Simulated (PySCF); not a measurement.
C3H5O, SMILES [CH]=C(C)O, multiplicity 2.

Coordinates come from a B3LYP-D3(BJ)/def2-SVP optimisation. The isomer is the one that the SMILES or the coordinates give; other isomers of the formula were not compared. One conformer was computed; it need not be the lowest.

Method: PySCF with B3LYP-D3(BJ)/def2-SVP.

Harmonic, unscaled wavenumbers; measured fundamentals usually lie a few per cent lower.

Computed harmonic wavenumbers and intensities:
| mode | ν (cm⁻¹) | IR (km/mol) | moving atoms (share of kinetic energy) |
|---|---|---|---|
| 1 | 181 | 1.4 | H 93 % |
| 2 | 393 | 5.9 | C 45 %, H 39 %, O 16 % |
| 3 | 432 | 126.0 | H 91 % |
| 4 | 443 | 10.5 | H 40 %, C 31 %, O 29 % |
| 5 | 496 | 1.3 | H 60 %, C 33 % |
| 6 | 559 | 70.7 | H 51 %, C 46 % |
| 7 | 758 | 40.5 | H 56 %, C 43 % |
| 8 | 904 | 0.4 | C 50 %, O 28 %, H 22 % |
| 9 | 1005 | 26.2 | H 64 %, C 29 % |
| 10 | 1047 | 0.8 | H 62 %, C 37 % |
| 11 | 1186 | 193.0 | H 41 %, C 38 %, O 22 % |
| 12 | 1308 | 1.3 | H 57 %, C 37 % |
| 13 | 1393 | 11.1 | H 68 %, C 31 % |
| 14 | 1444 | 8.2 | H 96 % |
| 15 | 1447 | 12.5 | H 95 % |
| 16 | 1708 | 106.9 | C 90 %, H 9 % |
| 17 | 3032 | 14.2 | H 97 % |
| 18 | 3103 | 10.8 | H 91 %, C 9 % |
| 19 | 3158 | 6.6 | H 91 %, C 9 % |
| 20 | 3274 | 3.9 | H 90 %, C 10 % |
| 21 | 3802 | 37.4 | H 94 % |
